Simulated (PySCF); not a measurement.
Si(F)2(Cl)(vinyl) (C2H3ClF2Si), SMILES F[Si](Cl)(C=C)F. Atoms are numbered in the order given.

```xyz
9

C     -2.5445     0.6301     0.3515
C     -1.4208     0.8428    -0.3476
Si     0.1864     0.1318     0.1837
F     -0.0302    -0.7449     1.5202
F      1.2612     1.2765     0.5490
Cl     1.0363    -1.0582    -1.2506
H     -2.5472     0.0285     1.2663
H     -3.5078     1.0473     0.0391
H     -1.4586     1.4468    -1.2621
```
Charge 0, spin multiplicity 1.

Geometry: B3LYP-D3(BJ)/def2-SVP. The values are those of a single conformer.

Method: PBE/def2-TZVP (PySCF).

Atomic charges (e):

```csv
atom,Mulliken,IAO
C1,-0.23,-0.25
C2,-0.22,-0.49
Si3,0.76,1.53
F4,-0.26,-0.50
F5,-0.26,-0.50
Cl6,-0.20,-0.29
H7,0.15,0.16
H8,0.13,0.16
H9,0.13,0.17
```

Computed Mayer and Wiberg (Löwdin basis) orders of the bonds:
```
bond     Mayer  Wiberg
-------  -----  ------
C1–C2     1.91    2.19
C2–Si3    1.02    1.12
Si3–F4    1.16    1.72
Si3–F5    1.17    1.73
Si3–Cl6   1.21    1.85
C1–H7     0.94    0.88
C1–H8     0.94    0.89
C2–H9     0.92    0.83
```
